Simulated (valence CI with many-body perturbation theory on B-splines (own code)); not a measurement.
Hf66+: calculated level list

Calculated by configuration interaction combined with many-body perturbation theory (CI+MBPT): four valence electrons over a frozen Dirac-Fock core [He], a basis of 11 s, 11 p, 9 d, 7 f, 5 g, 2 h, 1 i functions for each j, with the one-electron correlation potential Σ1 (screened to all orders), the two-electron term Σ2, the three-electron term Σ3, Breit, model QED; selected single and double excitations, second order for the rest (own B-spline code, finite nucleus).

No measured spectrum was set against this ion. As an estimate, large intervals hold to a few tenths of a per cent, small ones and those within an open d or f shell to about a per cent. Among the levels kept, up to 290 cm⁻¹ of a level comes from second order outside the variational space, and about a tenth of that is noise between levels of different J, which matters for small intervals.

Levels 46 to 90 of 114, with energies above the lowest level, (2s^2 2p1/2^2) J=0. "Leading %" is the weight of the configuration and term that name the level; weights of strongly mixed levels are sums over their largest components and can fall short. In the jj column 3d3/2^4 stands for four electrons in 3d with j = 3/2. Lifetimes count E1, E2, E3, M1 and M2 decay at the calculated energies, and are blank where another channel may lead or the interval is too uncertain; long ones can be off by a factor of two.

| No. | Configuration | Term | J | E (eV) | Leading % | Second component | Lifetime | g | Leading jj |
| --- | --- | --- | --- | --- | --- | --- | --- | --- | --- |
| 46 | 2s 2p2 3s | 3P | 1 | 11259 | 66 | 20 % 2s 2p2 3s 5P | 3.70 fs | 1.546 | 2s 2p1/2 2p3/2 3s (98 %) |
| 47 | 2s 2p2 3s | 3D | 3 | 11269 | 63 | 37 % 2s 2p2 3s 5P | 6.71 fs | 1.421 | 2s 2p1/2 2p3/2 3s (99 %) |
| 48 | 2s 2p2 3s | 3P | 2 | 11295 | 38 | 36 % 2s 2p2 3s 3D | 3.80 fs | 1.210 | 2s 2p1/2 2p3/2 3s (99 %) |
| 49 | 2s 2p2 3p | 5P° | 1 | 11320 | 39 | 31 % 2s 2p2 3p 5D° | 6.26 fs | 1.861 | 2s 2p1/2 2p3/2 3p1/2 (100 %) |
| 50 | 2s 2p2 3p | 5D° | 2 | 11330 | 46 | 19 % 2s 2p2 3p 3D° | 3.27 fs | 1.331 | 2s 2p1/2 2p3/2 3p1/2 (100 %) |
| 51 | 2s 2p2 3s | 3P | 0 | 11348 | 99 |  | 3.35 fs |  | 2s 2p1/2 2p3/2 3s (99 %) |
| 52 | 2s 2p2 3s | 1P | 1 | 11349 | 45 | 44 % 2s 2p2 3s 3D | 3.46 fs | 0.886 | 2s 2p1/2 2p3/2 3s (99 %) |
| 53 | 2s 2p2 3s | 3P | 1 | 11355 | 72 | 15 % 2s 2p2 3s 3D | 7.87 fs | 1.441 | 2s 2p1/2 2p3/2 3s (99 %) |
| 54 | 2s 2p2 3s | 1D | 2 | 11358 | 39 | 34 % 2s 2p2 3s 3P | 6.78 fs | 1.195 | 2s 2p1/2 2p3/2 3s (99 %) |
| 55 | 2s 2p2 3p | 3D° | 3 | 11361 | 33 | 28 % 2s 2p2 3p 3F° | 2.26 fs | 1.203 | 2s 2p1/2 2p3/2 3p1/2 (100 %) |
| 56 | 2s 2p2 3p | 3P° | 2 | 11398 | 43 | 17 % 2s 2p2 3p 3D° | 3.63 fs | 1.461 | 2s 2p1/2 2p3/2 3p1/2 (99 %) |
| 57 | 2s 2p2 3p | 3P° | 0 | 11429 | 49 | 26 % 2s 2p2 3p 5D° | 2.20 fs |  | 2s 2p1/2 2p3/2 3p1/2 (99 %) |
| 58 | 2s 2p2 3p | 3D° | 1 | 11430 | 59 | 15 % 2s 2p2 3p 3P° | 2.39 fs | 0.887 | 2s 2p1/2 2p3/2 3p1/2 (99 %) |
| 59 | 2s 2p2 3p | 3F° | 2 | 11433 | 45 | 23 % 2s 2p2 3p 1D° | 3.49 fs | 0.903 | 2s 2p1/2 2p3/2 3p1/2 (99 %) |
| 60 | 2s 2p2 3p | 3D° | 1 | 11480 | 29 | 29 % 2s 2p2 3p 1P° | 3.50 fs | 1.120 | 2s 2p1/2 2p3/2 3p1/2 (99 %) |
| 61 | 2s2 2p 3p | 3D | 3 | 11504 | 98 |  | 104 fs | 1.310 | 2s^2 2p3/2 3p3/2 (98 %) |
| 62 | 2s2 2p 3p | 1P | 1 | 11505 | 53 | 37 % 2s2 2p 3p 3S | 72.0 fs | 1.323 | 2s^2 2p3/2 3p3/2 (98 %) |
| 63 | 2s2 2p 3p | 3P | 2 | 11534 | 64 | 34 % 2s2 2p 3p 1D | 88.2 fs | 1.303 | 2s^2 2p3/2 3p3/2 (98 %) |
| 64 | 2s2 2p 3p | 1S | 0 | 11561 | 66 | 32 % 2s2 2p 3p 3P | 74.8 fs |  | 2s^2 2p3/2 3p3/2 (98 %) |
| 65 | 2s2 2p 3d | 3D° | 2 | 11592 | 49 | 24 % 2s2 2p 3d 1D° | 719 as | 1.021 | 2s^2 2p3/2 3d3/2 (98 %) |
| 66 | 2s2 2p 3d | 3F° | 3 | 11600 | 53 | 33 % 2s2 2p 3d 1F° | 774 as | 1.065 | 2s^2 2p3/2 3d3/2 (97 %) |
| 67 | 2s2 2p 3d | 3P° | 1 | 11604 | 56 | 37 % 2s2 2p 3d 3D° | 605 as | 1.069 | 2s^2 2p3/2 3d3/2 (98 %) |
| 68 | 2s2 2p 3d | 3P° | 0 | 11608 | 98 |  | 782 as |  | 2s^2 2p3/2 3d3/2 (98 %) |
| 69 | 2p3 3s | 3P° | 2 | 11625 | 46 | 23 % 2p3 3s 5S° | 7.89 fs | 1.478 | 2p1/2^2 2p3/2 3s (95 %) |
| 70 | 2p3 3s | 1P° | 1 | 11634 | 30 | 26 % 2p3 3s 3D° | 3.88 fs | 1.165 | 2p1/2^2 2p3/2 3s (93 %) |
| 71 | 2s2 2p 3d | 3F° | 4 | 11677 | 95 |  | 3.79 ps | 1.231 | 2s^2 2p3/2 3d5/2 (95 %) |
| 72 | 2s2 2p 3d | 3P° | 2 | 11690 | 43 | 39 % 2s2 2p 3d 1D° | 994 as | 1.226 | 2s^2 2p3/2 3d5/2 (95 %) |
| 73 | 2s 2p2 3p | 5D° | 3 | 11691 | 50 | 30 % 2s 2p2 3p 5P° | 8.86 fs | 1.473 | 2s 2p1/2 2p3/2 3p3/2 (96 %) |
| 74 | 2s 2p2 3p | 3P° | 1 | 11703 | 27 | 25 % 2s 2p2 3p 5P° | 2.99 fs | 1.530 | 2s 2p1/2 2p3/2 3p3/2 (97 %) |
| 75 | 2s2 2p 3d | 3D° | 3 | 11707 | 61 | 32 % 2s2 2p 3d 1F° | 454 as | 1.211 | 2s^2 2p3/2 3d5/2 (93 %) |
| 76 | 2p3 3p | 3P | 1 | 11711 | 31 | 19 % 2p3 3p 5P | 1.10 fs | 1.476 | 2p1/2^2 2p3/2 3p1/2 (96 %) |
| 77 | 2p3 3p | 3D | 2 | 11713 | 25 | 20 % 2p3 3p 3F | 1.12 fs | 1.155 | 2p1/2^2 2p3/2 3p1/2 (96 %) |
| 78 | 2s 2p2 3p | 3D° | 2 | 11719 | 45 | 16 % 2s 2p2 3p 5P° | 3.14 fs | 1.402 | 2s 2p1/2 2p3/2 3p3/2 (96 %) |
| 79 | 2s2 2p 3d | 1P° | 1 | 11720 | 60 | 25 % 2s2 2p 3d 3P° | 664 as | 1.077 | 2s^2 2p3/2 3d5/2 (96 %) |
| 80 | 2s 2p2 3p | 3P° | 0 | 11732 | 79 | 14 % 2s 2p2 3p 5D° | 2.03 fs |  | 2s 2p1/2 2p3/2 3p3/2 (100 %) |
| 81 | 2s 2p2 3p | 3F° | 4 | 11733 | 60 | 36 % 2s 2p2 3p 5D° | 306 fs | 1.311 | 2s 2p1/2 2p3/2 3p3/2 (96 %) |
| 82 | 2s 2p2 3p | 3P° | 2 | 11747 | 50 | 19 % 2s 2p2 3p 1D° | 3.78 fs | 1.388 | 2s 2p1/2 2p3/2 3p3/2 (97 %) |
| 83 | 2s 2p2 3p | 3D° | 3 | 11758 | 53 | 26 % 2s 2p2 3p 1F° | 3.25 fs | 1.270 | 2s 2p1/2 2p3/2 3p3/2 (98 %) |
| 84 | 2s 2p2 3p | 1P° | 1 | 11762 | 39 | 15 % 2s 2p2 3p 3S° | 2.02 fs | 1.156 | 2s 2p1/2 2p3/2 3p3/2 (96 %) |
| 85 | 2s 2p2 3d | 5F | 2 | 11773 | 44 | 17 % 2s 2p2 3d 3P | 2.45 fs | 1.142 | 2s 2p1/2 2p3/2 3d3/2 (99 %) |
| 86 | 2s 2p2 3d | 5D | 1 | 11775 | 48 | 22 % 2s 2p2 3d 5F | 2.96 fs | 1.151 | 2s 2p1/2 2p3/2 3d3/2 (99 %) |
| 87 | 2s 2p2 3d | 5D | 0 | 11777 | 82 | 16 % 2s 2p2 3d 3P | 9.49 fs |  | 2s 2p1/2 2p3/2 3d3/2 (100 %) |
| 88 | 2s 2p2 3d | 5F | 3 | 11783 | 49 | 17 % 2s 2p2 3d 3F | 2.38 fs | 1.157 | 2s 2p1/2 2p3/2 3d3/2 (98 %) |
| 89 | 2s 2p2 3p | 3D° | 2 | 11810 | 37 | 26 % 2s 2p2 3p 3P° | 3.57 fs | 1.343 | 2s 2p1/2 2p3/2 3p3/2 (98 %) |
| 90 | 2s 2p2 3p | 3D° | 3 | 11812 | 46 | 34 % 2s 2p2 3p 3F° | 4.68 fs | 1.165 | 2s 2p1/2 2p3/2 3p3/2 (99 %) |
